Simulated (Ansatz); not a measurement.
`CO[SiH2][Se]C` + `[SiH3][SeH]` → `C[Se][Se][SiH3]` + `CO[SiH3]`  (ligand exchange at the Se–Si bond)

Gas-phase electronic energies from Ansatz, PBE0-D4/def2-TZVP geometries. CCSD(T)/CBS is the MP2 limit (def2-TZVPP, def2-QZVPP) plus CCSD(T) − MP2 in def2-TZVPP, frozen cores. DFT in def2-TZVPP. B3LYP here is the variant with VWN-RPA as its local correlation; programs differ in this. For Se outer-core shells are correlated without core-valence functions, which leaves a few kJ/mol of doubt a bond. Scalar relativity is left out up to krypton. One conformer a species, not always the lowest.

```json
{"level": "PBE-D4", "ΔE (kJ/mol)": "48.1", "difference from CCSD(T)/CBS": "-5.5"}
{"level": "r2SCAN-D4", "ΔE (kJ/mol)": "54.0", "difference from CCSD(T)/CBS": "0.4"}
{"level": "PBE0-D4", "ΔE (kJ/mol)": "52.3", "difference from CCSD(T)/CBS": "-1.3"}
{"level": "B3LYP-D4", "ΔE (kJ/mol)": "44.9", "difference from CCSD(T)/CBS": "-8.7"}
{"level": "ωB97X-V", "ΔE (kJ/mol)": "53.5", "difference from CCSD(T)/CBS": "-0.1"}
{"level": "ωB97M-V", "ΔE (kJ/mol)": "53.6", "difference from CCSD(T)/CBS": "0.0"}
{"level": "B2PLYP", "ΔE (kJ/mol)": "48.9", "difference from CCSD(T)/CBS": "-4.7"}
{"level": "PBE", "ΔE (kJ/mol)": "48.3", "difference from CCSD(T)/CBS": "-5.3"}
{"level": "r2SCAN", "ΔE (kJ/mol)": "53.6", "difference from CCSD(T)/CBS": "0.0"}
{"level": "PBE0", "ΔE (kJ/mol)": "52.4", "difference from CCSD(T)/CBS": "-1.2"}
{"level": "B3LYP", "ΔE (kJ/mol)": "45.7", "difference from CCSD(T)/CBS": "-7.9"}
{"level": "HF/def2-TZVPP", "ΔE (kJ/mol)": "50.5", "difference from CCSD(T)/CBS": "-3.1"}
{"level": "MP2/def2-TZVPP", "ΔE (kJ/mol)": "54.3", "difference from CCSD(T)/CBS": "0.7"}
{"level": "SCS-MP2/def2-TZVPP", "ΔE (kJ/mol)": "50.3", "difference from CCSD(T)/CBS": "-3.3"}
{"level": "CCSD/def2-TZVPP", "ΔE (kJ/mol)": "55.2", "difference from CCSD(T)/CBS": "1.6"}
{"level": "CCSD(T)/def2-TZVPP", "ΔE (kJ/mol)": "54.3", "difference from CCSD(T)/CBS": "0.7"}
{"level": "HF/def2-QZVPP", "ΔE (kJ/mol)": "49.6", "difference from CCSD(T)/CBS": "-4.0"}
{"level": "MP2/def2-QZVPP", "ΔE (kJ/mol)": "53.5", "difference from CCSD(T)/CBS": "-0.1"}
{"level": "SCS-MP2/def2-QZVPP", "ΔE (kJ/mol)": "49.9", "difference from CCSD(T)/CBS": "-3.7"}
{"level": "HF/CBS(def2)", "ΔE (kJ/mol)": "49.4", "difference from CCSD(T)/CBS": "-4.2"}
{"level": "MP2/CBS(def2)", "ΔE (kJ/mol)": "53.5", "difference from CCSD(T)/CBS": "-0.1"}
{"level": "CCSD/CBS(def2)", "ΔE (kJ/mol)": "54.4", "difference from CCSD(T)/CBS": "0.8"}
{"level": "CCSD(T)/CBS", "ΔE (kJ/mol)": "53.6", "difference from CCSD(T)/CBS": "0"}
```

Largest T1 diagnostic among the species: 0.011.

In def2-TZVPP, CCSD(T) changes the Hartree–Fock value by +3.8 kJ/mol (the triples alone add −0.8 kJ/mol) and MP2 by +3.8 kJ/mol. From PBE to PBE0 (25 % exact exchange), in def2-TZVPP and without D4, ΔE moves by +4.1 kJ/mol.
